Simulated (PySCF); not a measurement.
# LC-wPBE on Si (silicon, neutral)

Configuration: [Ne] 3s2 3p2, high-spin 3P determinant. Calculation: PySCF 2.14, in aug-cc-pVTZ-DK (6s5p3d2f, 50 functions); the spin-free X2C one-electron Hamiltonian (Gaussian nucleus).

```json
{
  "Total energy": "-289.8841 hartree",
  "One-electron energy": "-401.3891 hartree",
  "Hartree (Coulomb) energy": "132.2709 hartree",
  "Exchange-correlation energy": "-20.7659 hartree",
  "⟨S²⟩": "2.0079",
  "⟨L²⟩": "2.024",
  "Sum of ⟨r⟩": "14.35 bohr",
  "Sum of ⟨r²⟩": "31.43 bohr²",
  "Traceless quadrupole moment −½Σ⟨3z² − r²⟩ along its main axis": "3.44 e·bohr²",
  "Langevin diamagnetic susceptibility": "-24.9 ×10⁻⁶ cm³/mol"
}
```

```json
{"shell": "1s α", "electrons": "1", "mean orbital energy (eV)": "-1792.0", "spread (eV)": "0", "rms radius, mean of both spins (bohr)": "0.129"}
{"shell": "1s β", "electrons": "1", "mean orbital energy (eV)": "-1791.9", "spread (eV)": "0", "rms radius, mean of both spins (bohr)": "0.129"}
{"shell": "2s α", "electrons": "1", "mean orbital energy (eV)": "-145.43", "spread (eV)": "0", "rms radius, mean of both spins (bohr)": "0.621"}
{"shell": "2s β", "electrons": "1", "mean orbital energy (eV)": "-145.27", "spread (eV)": "0", "rms radius, mean of both spins (bohr)": "0.621"}
{"shell": "2p α", "electrons": "3", "mean orbital energy (eV)": "-101.30", "spread (eV)": "0.214", "rms radius, mean of both spins (bohr)": "0.604"}
{"shell": "2p β", "electrons": "3", "mean orbital energy (eV)": "-101.10", "spread (eV)": "0.400", "rms radius, mean of both spins (bohr)": "0.604"}
{"shell": "3s α", "electrons": "1", "mean orbital energy (eV)": "-16.127", "spread (eV)": "0", "rms radius, mean of both spins (bohr)": "2.36"}
{"shell": "3s β", "electrons": "1", "mean orbital energy (eV)": "-13.425", "spread (eV)": "0", "rms radius, mean of both spins (bohr)": "2.36"}
{"shell": "3p α", "electrons": "2", "mean orbital energy (eV)": "-8.200", "spread (eV)": "0", "rms radius, mean of both spins (bohr)": "2.94"}
```

Densities and radii are taken from the X2C orbitals without a picture-change correction, which distorts them close to the nucleus.
